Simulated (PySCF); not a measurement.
C₅H₁₂AlNO.
Structure used (PBE0-D3(BJ)/def2-SVP), in Å, numbered top down from 1:
```
atom  x, y, z in Å
C1     1.749   -2.319   -0.174
N2     0.892   -1.470    0.195
C3     0.532   -0.413   -0.679
C4     1.169    0.928   -0.303
C5     0.063    1.965   -0.570
C6    -1.131    1.128   -1.027
O7    -0.876   -0.185   -0.513
Al8   -1.813   -0.787    1.186
H9     2.230   -2.310   -1.171
H10    2.040   -3.119    0.519
H11    0.695   -0.655   -1.750
H12    2.086    1.100   -0.882
H13    1.430    0.893    0.763
H14   -0.180    2.512    0.350
H15    0.347    2.702   -1.334
H16   -1.193    1.056   -2.126
H17   -2.104    1.442   -0.632
H18   -1.838   -2.385    1.130
H19   -3.187   -0.042    0.786
H20   -0.961   -0.027    2.318
```

Linear response at PBE0/def2-SVPD (PySCF, frozen core in the response, non-relativistic).

Static isotropic polarisability: 103.11 au (15.28 Å³), principal values 87.1, 103.0, 119.3 au.

Task: What is the polarisability at 1064 nm and at the sodium D line?

Result: 104.14 au at 1064 nm (+1.0 %), 106.62 au at 589.3 nm (+3.4 %). The rise at 589.3 nm is 3.39 times that at 1064 nm; a pure ω² law gives 3.26. The lowest singlet lies at 275 nm, shorter than both wavelengths.

Task: What is the isotropic C6 coefficient between two such molecules, C6 = (3/π)∫α(iω)² dω?

Result: 4062 au (Eh·bohr⁶) by a ten-point quadrature over imaginary frequencies, which is 2430 eV·Å⁶ or 234 J·nm⁶/mol.

Task: Which effective excitation energy ω̄ makes London's formula C6 = (3/4)α²ω̄ exact here?

Result: ω̄ = 4·C6/(3α²) = 0.510 Eh = 13.9 eV. A one-pole form α(ω) = α/(1 − ω²/ω̄²) fitted to the 1064 nm value gives 11.7 eV. London's choice of the ionisation energy (8.84 eV, ΔSCF at the same level) gives C6 = 2590 au, 36 % too low.

Task: What molar refraction at the D line follows from R = (4π/3)·N_A·α′, with α′ the polarisability volume?

Result: α′ = 15.80 Å³ gives R = 39.85 cm³/mol, for isolated, non-vibrating species.

Task: How anisotropic is the static polarisability, by Δα² = ½[(α1 − α2)² + (α2 − α3)² + (α3 − α1)²]?

Result: Δα = 27.9 au, or 0.27 of the isotropic value.

Task: The lowest 10 singlets have (eV, f): 4.51, 0.002; 4.75, 0.011; 5.18, 0.000; 6.20, 0.010; 6.41, 0.022; 6.57, 0.012; 6.73, 0.006; 6.80, 0.021; 6.84, 0.022; 7.01, 0.021. What share of the static polarisability do they carry in the sum over states α = Σ f/ω²?

Result: 2.31 au, 2.2 % of α; the largest term, 0.39 au, is that of the state at 6.41 eV. Their oscillator strengths add up to 0.13. Higher states carry the rest.

Task: What three-body coefficient follows from the one-pole estimate C9 = (3/4)·α·C6?

Result: 314000 au. This is an estimate from the two numbers above, not a computed integral.

The run took 11 min wall (grids of density and orbitals included) on one thread of an Arm Neoverse N1, no GPU, on a shared host, and the process peaked at 1.1 GiB of memory. This is the whole response run at PBE0/def2-SVPD, SCF included.

One conformer stands for the species.
